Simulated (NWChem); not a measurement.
A series in which one site is exchanged, each optimised at PBE0/def2-SVP with NWChem, gas phase unless a solvent is named. For some, no frequency run checked for a minimum. def2 effective core potentials on Cd, I, Hg; no spin-orbit coupling.

A: I[Se]I (SeI2; site = Se)
B: [I][Cd][I] (CdI2; site = Cd)
C: [I][Hg][I] (HgI2; site = Hg)
D: [Zn]([I])[I] (ZnI2; site = Zn)

Values for A:

```
Quantity                                                  Value
--------------------------------------------------------  -----
dipole (D), PBE0/def2-SVP                                  0.10
orbital gap (eV), PBE0/def2-SVP                            3.21
lowest singlet excitation, CAM-B3LYP/def2-SVPD, TDA (eV)   1.96
```

**Question.** How do these values change for the other members?

**Answer.** 
```
change from A                                                 B      C      D
--------------------------------------------------------  -----  -----  -----
dipole (D), PBE0/def2-SVP                                 -0.10  -0.10  -0.10
orbital gap (eV), PBE0/def2-SVP                           +2.08  +1.59  +2.66
lowest singlet excitation, CAM-B3LYP/def2-SVPD, TDA (eV)  +2.31  +1.90  +2.81
```
